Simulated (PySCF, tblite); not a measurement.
Isomers of C3H8ClNSi2, one GFN2-xTB conformer each. Single-point energies are computed at PBE0/pcSseg-1 (PySCF, gas phase, no added dispersion term), electronic only.

```json
{"SMILES": "N#CC[C@@H]([SiH3])[SiH2]Cl", "GFN2-xTB relative energy (kJ/mol)": "0.0"}
{"SMILES": "[H]/N=C\\C(=C)[SiH2][SiH2]Cl", "GFN2-xTB relative energy (kJ/mol)": "95.3"}
{"SMILES": "N#C[SiH2][C@@H]([SiH3])CCl", "GFN2-xTB relative energy (kJ/mol)": "159.5"}
{"SMILES": "N#C[SiH2][SiH2]CCCl", "GFN2-xTB relative energy (kJ/mol)": "177.8"}
{"SMILES": "C=C[Si@@H](Cl)[SiH2]N=C", "GFN2-xTB relative energy (kJ/mol)": "65.1"}
```

Conformers: `[N:1]#[C:2][CH2:3][C@@H:4]([SiH3:5])[SiH2:6][Cl:7]` with C2–C3–C4–Si5 -64°, C3–C4–Si6–Cl7 55°; `[H]/[N:4]=[CH:3]\[C:2](=[CH2:1])[SiH2:5][SiH2:6][Cl:7]` with C1–C2–C3–N4 40°, C1–C2–Si5–Si6 -105°, C2–Si5–Si6–Cl7 32°; `[N:1]#[C:2][SiH2:3][C@@H:4]([SiH3:5])[CH2:6][Cl:7]` with C2–Si3–C4–Si5 42°, Si3–C4–C6–Cl7 49°; `[N:1]#[C:2][SiH2:3][SiH2:4][CH2:5][CH2:6][Cl:7]` with C2–Si3–Si4–C5 -24°, Si3–Si4–C5–C6 -80°, Si4–C5–C6–Cl7 52°; `[CH2:1]=[CH:2][Si@@H:3]([Cl:4])[SiH2:5][N:6]=[CH2:7]` with C1–C2–Si3–Cl4 -5°, C2–Si3–Si5–N6 38°, Si3–Si5–N6–C7 116°.

Question: What does PBE0/pcSseg-1 give for the same structures?

Answer: 
```
                     SMILES  PBE0/pcSseg-1 E (Eh)  PBE0/pcSseg-1 (kJ/mol)  GFN2-xTB (kJ/mol)  point group
 N#CC[C@@H]([SiH3])[SiH2]Cl           -1212.42988                     0.0                0.0           C1
    C=C[Si@@H](Cl)[SiH2]N=C           -1212.41244                    45.8               65.1           C1
[H]/N=C\C(=C)[SiH2][SiH2]Cl           -1212.39948                    79.8               95.3           C1
        N#C[SiH2][SiH2]CCCl           -1212.39587                    89.3              177.8           C1
 N#C[SiH2][C@@H]([SiH3])CCl           -1212.39100                   102.1              159.5           C1
```

Both levels put the same isomer lowest; measured from each level's own lowest isomer, the values differ by up to 88.5 kJ/mol (N#C[SiH2][SiH2]CCCl: 177.8 against 89.3). Neighbours under 10 kJ/mol apart ([H]/N=C\C(=C)[SiH2][SiH2]Cl and N#C[SiH2][SiH2]CCCl) can change places with a better method, another conformer or zero-point energy.

Question: Which frontier levels, dipoles and rotational constants go with these structures?

Answer: 
```tsv
SMILES	HOMO (eV, PBE0/pcSseg-1)	LUMO (eV)	dipole (D)	A, B, C (MHz)
N#CC[C@@H]([SiH3])[SiH2]Cl	-8.77	-0.23	3.68	1874, 976.3, 750.8
C=C[Si@@H](Cl)[SiH2]N=C	-7.16	-1.16	2.70	2208, 854.3, 664.7
[H]/N=C\C(=C)[SiH2][SiH2]Cl	-7.47	-1.56	2.76	1813, 946.9, 785.9
N#C[SiH2][SiH2]CCCl	-8.60	-0.76	4.28	1623, 1148, 906.3
N#C[SiH2][C@@H]([SiH3])CCl	-8.87	-0.57	3.36	1952, 901.2, 640.1
```

Question: What happens when harmonic zero-point energies from GFN2-xTB frequencies are added?

Answer: 
```
                     SMILES  ZPE (kJ/mol)  electronic (kJ/mol)  with ZPE (kJ/mol)
 N#CC[C@@H]([SiH3])[SiH2]Cl         250.1                  0.0                0.0
    C=C[Si@@H](Cl)[SiH2]N=C         254.7                 45.8               50.4
[H]/N=C\C(=C)[SiH2][SiH2]Cl         252.8                 79.8               82.5
        N#C[SiH2][SiH2]CCCl         254.1                 89.3               93.3
 N#C[SiH2][C@@H]([SiH3])CCl         247.4                102.1               99.4
```

The zero-point energies span 7.3 kJ/mol. The order is unchanged.
